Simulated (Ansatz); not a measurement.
Job for Ansatz (an electronic-structure program): R-BLYP/def2-TZVPP on C2H7Ga (SMILES [CH3][GaH][CH3]), a point of a torsion scan.

Ansatz 0.2 input:
```yaml
crystal:
  periodic: [false, false, false]
  atoms:
    - {symbol: C, position_ang: [1.76761856, 0.31958961, 0.21542692]}
    - {symbol: Ga, position_ang: [0.26041874, -0.40280202, -0.94128955]}
    - {symbol: C, position_ang: [-0.16333357, -2.36303157, -1.27035416]}
    - {symbol: H, position_ang: [2.53864649, -0.44323909, 0.36325461]}
    - {symbol: H, position_ang: [2.23827362, 1.19909238, -0.23342906]}
    - {symbol: H, position_ang: [1.40232030, 0.61579340, 1.20322090]}
    - {symbol: H, position_ang: [-0.68977590, 0.66765424, -1.64642564]}
    - {symbol: H, position_ang: [-0.07346714, -2.62086066, -2.32977446]}
    - {symbol: H, position_ang: [-1.18419451, -2.61026249, -0.96487309]}
    - {symbol: H, position_ang: [0.52238417, -3.00498327, -0.70818090]}
basis:
  gaussian:
    orbitals: def2-TZVPP
hamiltonian:
  xc: {name: BLYP}
scf: {lower_state_search: off}
```

The head of its log:

```
WARN ansatz: RAYON_NUM_THREADS=1 ignored (pool sized by the plan → 1); use --threads N
Functional definition: BLYP
these checks for a lower state are left out or cut short: stability, starts, cluster_reference, orbital_swaps, neighbouring_geometries, increment
integrals: 0.11 GiB planned
1141 factors; their error is unknown
mean field: 0.82 GiB planned
mean field evaluation 1: about -54546.3819 eV, gradient 1.0e2 eV
mean field evaluation 2: about -54507.0053 eV, gradient 1.5e2 eV
```

### Question
What total energy does the run end on?

### Answer
-2005.3152 hartree.
